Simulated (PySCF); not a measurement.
## TDDFT excited states: C6H15OP

C₆H₁₅OP.
SMILES: `CC(C)(C)CPCO`

Method used: TDDFT B3LYP/def2-SVPD, vertical, gas phase, core orbitals frozen in the response in PySCF 2.14.0, density-fitted response routines. Isolated species at its PBE0-D3(BJ)/def2-SVP geometry (one conformer only). Torsions of this conformer, `[CH3:1][C:2]([CH3:3])([CH3:4])[CH2:5][PH:6][CH2:7][OH:8]`: C1–C2–C5–P6 59°, C2–C5–P6–C7 167°, C5–P6–C7–O8 -73°, H–O8–C7–P6 -57°.

**Question.** Predict the UV-vis stick spectrum at this level.

**Answer.** 

```csv
state,E (eV),λ (nm),ν̃ (cm⁻¹),f,|μ| (D),"main configurations (H = HOMO, L = LUMO)"
S1,5.80,213.9,46750,0.057,1.60,H→L (98%)
S2,6.18,200.6,49860,0.092,1.98,H→L+1 (96%)
S3,6.43,192.7,51880,0.0052,0.46,H-1→L (95%)
S4,6.61,187.6,53300,0.013,0.73,H→L+2 (94%)
S5,6.86,180.8,55300,0.064,1.57,H→L+3 (88%)
S6,7.10,174.7,57250,0.053,1.40,"H→L+4 (80%), H-1→L+1 (12%)"
S7,7.14,173.7,57590,0.0069,0.50,"H-1→L+1 (70%), H→L+4 (13%)"
S8,7.21,171.9,58160,0.012,0.66,H→L+5 (88%)
S9,7.44,166.6,60040,0.026,0.97,H-1→L+2 (90%)
S10,7.57,163.9,61020,0.0060,0.46,"H→L+6 (77%), H→L+7 (14%)"
```

Triplets (Tamm–Dancoff): T1 4.97 eV, H→L (83%); T2 5.49 eV, H→L+1 (64%), H→L+3 (16%); T3 6.15 eV, H-1→L (82%); T4 6.31 eV, H→L+2 (34%), H→L+3 (26%), H→L (10%).

The lowest singlet lies at 5.80 eV (214 nm, ultraviolet) and is of moderate strength; its leading configuration is HOMO→LUMO (98%). The strongest level in the table is S2 at 6.18 eV (201 nm, f = 0.092). Löwdin shares by element: HOMO phosphorus 58%, carbon 22% or more, hydrogen 6% or more; LUMO phosphorus 24%, oxygen 17%, carbon 14% or more, hydrogen 12% or more (atoms not listed hold the other 34%). Of the 10 states listed, 7 reach f = 0.01 and none stays under 0.0005. The oscillator strengths of these states sum to 0.335; summed over the whole spectrum of an exact calculation they would give the number of electrons, 74 (Thomas–Reiche–Kuhn). The listed states span 1.77 eV, and the widest gap between neighbours is 0.38 eV (S1 to S2). The vertical ionisation energy (ΔSCF) is 8.79 eV, 1.23 eV above S10. Singlets were solved by full linear response, triplets in the Tamm–Dancoff approximation.

On one thread of an Intel Xeon 6975P-C, no GPU, shared host with 192 logical CPUs at a one-minute load of 93, this took 4.7 min of wall time and 1.2 GiB of memory at its peak.
